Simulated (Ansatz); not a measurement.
An input meant for [InH4]- (InH4⁻) (charge -1, singlet).

```yaml
crystal:
  periodic: [false, false, false]
  atoms:
    - {symbol: In, position_ang: [0.000000, 0.000000, -0.000004]}
    - {symbol: H, position_ang: [0.057520, -0.077122, 3.946377]}
    - {symbol: H, position_ang: [3.705343, -0.016346, -1.361381]}
    - {symbol: H, position_ang: [-1.844304, 3.266266, -1.230139]}
    - {symbol: H, position_ang: [-1.918558, -3.172797, -1.354874]}
basis:
  gaussian: {orbitals: def2-TZVP}
total_charge: -1
magnetization: {spin_polarized: true, initial_magnetization: 0}
hamiltonian: {xc: {name: B97}}
output: {forces: true}
```

```sh
$ ansatz run in.yaml --threads 4 --pin off --events-out ev --progress --plain --max-ram 3916MiB
```

Output, abridged:

```
Functional definition: B97
641 factors; their error is unknown
mean field evaluation 1: about -5227.6993 eV, gradient 1.4e1 eV
mean field evaluation 2: about -5192.6753 eV, gradient 5.5e1 eV
mean field evaluation 4: about -5229.9085 eV, gradient 1.6e0 eV
mean field evaluation 8: about -5229.9332 eV, gradient 1.3e0 eV
mean field evaluation 16: about -5230.0087 eV, gradient 2.7e-3 eV
mean field evaluation 32: about -5229.0328 eV, gradient 9.5e0 eV
mean field evaluation 64: about -5231.2249 eV, gradient 3.9e-5 eV
mean field evaluation 96: about -5229.8433 eV, gradient 4.5e-1 eV
mean field evaluation 128: about -5230.0226 eV, gradient 1.1e0 eV
mean field evaluation 160: about -5230.0221 eV, gradient 1.1e0 eV
mean field evaluation 192: about -5231.0574 eV, gradient 1.9e-3 eV
mean field -5231.22490110 eV, -192.2439692638 hartree, gradient 1.4e-5 eV, S^2 1.348702; 20 other end points of the search recorded, 0 dependent functions left out
reference -5231.22494978 eV, -192.2439710529 hartree; 13, 13 occupied and 61, 61 virtual orbitals, 641 factors
Total energy: -5231.22494978 eV, -192.2439710529 hartree
Atom 0 at     0.000000     0.000000    -0.000004 Å, force     0.000000    -0.000000    -0.000000 eV/Å
Atom 1 at     0.057520    -0.077122     3.946377 Å, force     0.008357    -0.017063    -0.292056 eV/Å
Atom 2 at     3.705343    -0.016346    -1.361381 Å, force    -0.268932     0.023535     0.113047 eV/Å
Atom 3 at    -1.844304     3.266266    -1.230139 Å, force     0.140271    -0.248215     0.066115 eV/Å
Atom 4 at    -1.918558    -3.172797    -1.354874 Å, force     0.120304     0.241743     0.112895 eV/Å
Dipole moment:     0.000000    -0.000001    -0.000001 e Å
```

Question: Something in this input is off. What?

Answer: The geometry is stretched to more than twice its size. Self-consistency was reached. The result belongs to that input, not to the species as meant. The highest occupied level of an anion often lies above zero with these methods, and sets without diffuse functions describe the outer electron poorly. The unrestricted singlet has broken spin symmetry (⟨S²⟩ up to 1.35).
